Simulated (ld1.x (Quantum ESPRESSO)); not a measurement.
## Configuration tests for Tc (PAW)

```json
{
  "Element": "technetium",
  "Generator": "ld1.x (Quantum ESPRESSO) 7.5",
  "Type": "PAW",
  "Functional": "PBEsol",
  "Relativity": "fully relativistic",
  "Frozen core": "[Ar] 3d10 4s2",
  "Valence charge": "13",
  "Reference configuration": "4p6 4d5.5 5s1.5 5p0",
  "Partial waves": "5s (bound): rcut 2.25, rcutus 2.75 bohr; 5s channel at 0.25 Ry: rcut 2.25, rcutus 2.75 bohr; 4p (bound): rcut 1.75, rcutus 2.30 bohr; 5p (bound, empty): rcut 1.75, rcutus 2.30 bohr; 4d (bound): rcut 1.70, rcutus 1.95 bohr; 4d channel at 0.7 Ry: rcut 1.70, rcutus 1.95 bohr",
  "Local potential": "all-electron potential smoothed inside 2.55 bohr (lloc = -1)",
  "Core correction": "Bessel-smoothed model core inside 1.45 bohr",
  "Augmentation charge": "PSQ, inside the norm-conserving radii"
}
```

Open shells are filled in proportion to 2j + 1 (rel_dist='average').

Energies are relative to the spin-unpolarised reference configuration 4p6 4d5.5 5s1.5 5p0; without spin polarisation the order of configurations can differ from experiment. Not all tests gave a result: test run stopped at test 5 of 7 (negative rho). The frozen-core shift is the all-electron ΔE with the core orbitals held at their reference shape minus the fully relaxed ΔE.

(1) Give the all-electron excitation energy and the error of the potential for: 4p6 4d5 5s2 5p0; 4p6 4d5 5s1 5p0; 4p6 4d5 5s0 5p0; 4p6 4d6 5s1 5p0.

Levels in the configuration 4p6 4d5 5s2 5p0:

```
   level  all-electron (eV)  pseudo (eV)
4p j=1/2            -47.309      -47.321
4p j=3/2            -44.347      -44.358
4d j=3/2             -6.843       -6.847
4d j=5/2             -6.557       -6.561
5s j=1/2             -5.081       -5.080
```

The ghost test of this file was not conclusive.

Results:

(1)

| valence configuration | charge | ΔE all-electron (eV) | error AE − PS (meV) | frozen-core shift (meV) |
| --- | --- | --- | --- | --- |
| 4p6 4d5 5s2 5p0 | 0 | 0.620 | -1.1 | +1.3 |
| 4p6 4d5 5s1 5p0 | +1 | 8.817 | -0.8 | +1.0 |
| 4p6 4d5 5s0 5p0 | +2 | 23.657 | -1.5 | +1.6 |
| 4p6 4d6 5s1 5p0 | 0 | -0.295 | -1.0 | +1.0 |
